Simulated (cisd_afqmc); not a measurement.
Input (AFQMC/CISD/def2-SVP; cisd_afqmc is a phaseless AFQMC code with CISD trial states that reads the integrals written by Ansatz):

Ansatz 0.2 input:
```python
import cisd_afqmc

open("ham.yaml", "w").write("""\
crystal:
  periodic: [false, false, false]
  atoms:
    - {symbol: La, position_ang: [0.34055592, -0.02857962, 0.43619663]}
    - {symbol: Cl, position_ang: [1.01902049, 0.40484460, -1.94922328]}
    - {symbol: Cl, position_ang: [-2.16088446, -0.30901882, 0.48668164]}
basis:
  gaussian:
    orbitals: def2-SVP
total_charge: 1
magnetization: {spin_polarized: false}
correlation: {method: ccsd, electrons: outside_noble_gas, hamiltonian_folder: ham}
""")
rep = cisd_afqmc.ansatz("ham.yaml")
e_ccsd = rep["correlation"]["coupled_cluster"]["energy"]["hartree"]
out = cisd_afqmc.run("ham", e_ccsd, trial="CISD", walkers=100, populations=8, threads=8, dt=0.005, steps=40, early=36, settle=10, least=32,
    cut=5e-5, rank_cut=2e-4, target=0.0004, seconds=1500, seed=1, memory=17280, gpu=False)
```

Output:

```
orbitals 54, occupied [8], factors 289 of 627, rank of the doubles 140 of 368
E(HF) = -949.820321
E(CCSD) on the cut factors = -950.143417, shift to the whole factors 0.000002
Energy of the trial state on the determinant = -950.143495
  tau behind 10.8 of longer steps, mean of the populations' last blocks
   2.0  -950.15285
   4.0  -950.15327
   6.0  -950.15369
   8.0  -950.15242
blocks 339 (0 outliers left out), error by blocks joined: 1: 0.00019, 2: 0.00024, 4: 0.00029, 8: 0.00034, 16: 0.00035
E(AFQMC/CISD) = -950.15298 +/- 0.00035
```
